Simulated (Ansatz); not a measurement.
Geometry optimisation, Ansatz 0.2.0, RKS B3LYP/def2-mTZVP.

Input file:

```yaml
crystal:
  periodic: [false, false, false]
  atoms:
    - { symbol: B, position_ang: [0.0, 0.0, 0.0] }
    - { symbol: "N", position_ang: [0.0, 0.0, 1.9] }
    - { symbol: H, position_ang: [-0.877, -0.2713, 2.43] }
    - { symbol: H, position_ang: [0.877, 0.2713, 2.43] }
    - { symbol: Cl, position_ang: [1.6108, 0.0, -0.93] }
    - { symbol: H, position_ang: [-1.0305, 0.0, -0.595] }
    - { symbol: Br, position_ang: [0.4922, -2.1654, 0.7379] }
    - { symbol: H, position_ang: [0.2531, -1.1137, 1.8085] }
basis:
  gaussian: { orbitals: def2-mTZVP }
hamiltonian:
  xc: b3lyp
relax:
  f_tol: 0.15
  max_steps: 25
  restrain:
    - { distance: [0, 6], at: 2.04, k: 30.0 }
    - { distance: [7, 1], at: 1.06, k: 30.0 }
    - { distance: [0, 1], at: 2.75, k: 30.0 }
    - { distance: [7, 6], at: 2.75, k: 30.0 }
```

Launched with:

```bash
$ ansatz run input.yaml --threads 4 --pin off --max-ram 5120MiB --backend cpu --events-out ev --progress --plain --runs-dir out
```

Task: Where does it end, and by what steps?

Result: The forces met the threshold. The restraints hold the end off the free minimum; the threshold counts their pulls, which the force column leaves out. Restrained pairs: B1–Br7 (2.34 → 2.01 Å), N2–H8 (1.15 → 1.03 Å), B1–N2 (1.90 → 2.73 Å), Br7–H8 (1.52 → 2.76 Å). After 7 steps the energy has fallen by 3.167 eV (the restraints' own energy left out); Br7 moved furthest, 0.84 Å.

```
step  energy less start (eV)  largest force component (eV/Å)  accepted
   0                  0.0000                           5.544       yes
   1                 -0.9474                           2.774       yes
   2                 -1.0892                           3.342       yes
   3                 -1.5407                           2.778       yes
   4                 -2.6935                           2.630       yes
   5                 -3.1032                           1.781       yes
   6                 -3.1188                           0.917       yes
   7                 -3.1674                           0.856       yes
```

```xyz
8
Properties=species:S:1:pos:R:3
B 0.148 -0.565 -0.480
N 0.052 -0.036 2.201
H -0.855 0.136 2.619
H 0.746 0.526 2.679
Cl 1.581 0.340 -0.919
H -0.933 -0.131 -0.634
Br 0.302 -2.512 -0.008
H 0.284 -1.036 2.322
```

Time of the run: 16 s on 4 threads of Arm Neoverse V1 (shared host), peak memory 0.25 GiB.
